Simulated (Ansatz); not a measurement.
Cl3ITi (`[Cl][Ti]([Cl])([Cl])[I]`), 5 atoms. Total charge 0; spin multiplicity 1. Correlated methods include outer-core shells of I, Ti, which these sets cover unevenly. Scalar relativity is left out up to krypton. I takes the def2 core potential. All runs use 4 threads of an Arm Neoverse V1 on a shared host. Correlated methods freeze the cores.

Give the basis size and wall time and peak host memory of each of these runs in Ansatz. RKS PBE0-D4/def2-TZVP frequencies; RKS PBE0-D4/def2-QZVPP energy; RKS BHLYP-D4/def2-TZVPP energy; RKS ωB97M-V/def2-QZVPP energy; RKS ωB97M-V/def2-SVP energy; RKS r2SCANh-D4/def2-TZVPP energy; RHF-CCSD(T)/def2-SVP energy; RHF-CCSD(T)/def2-TZVPP energy; RKS PBE0-D4/def2-TZVP relaxation (4 steps); RKS ωB97M-V/def2-TZVPP energy and forces; direct RPA on PBE orbitals/def2-TZVPP energy; RKS BLYP-D4/def2-TZVPP energy. (Best estimate.)

Ansatz gave: Other jobs shared the machine, so times are rough.

```tsv
level	job	functions	wall time	peak host memory (GiB)
RKS BLYP-D4/def2-TZVPP	energy	240	3 s	0.43
RKS BHLYP-D4/def2-TZVPP	energy	240	7 s	1.1
direct RPA on PBE orbitals/def2-TZVPP	energy	240	8 s	0.68
RKS r2SCANh-D4/def2-TZVPP	energy	240	9.5 s	1.1
RHF-CCSD(T)/def2-SVP	energy	111	9.5 s	0.52
RKS ωB97M-V/def2-SVP	energy	111	11 s	0.5
RKS PBE0-D4/def2-QZVPP	energy	385	13 s	2
RKS ωB97M-V/def2-TZVPP	energy and forces	240	20 s	1.3
RKS ωB97M-V/def2-QZVPP	energy	385	30 s	2.3
RKS PBE0-D4/def2-TZVP	relaxation (4 steps)	206	30 s	0.81
RKS PBE0-D4/def2-TZVP	frequencies	206	2.3 min	0.81
RHF-CCSD(T)/def2-TZVPP	energy	240	5.3 min	4.9
```
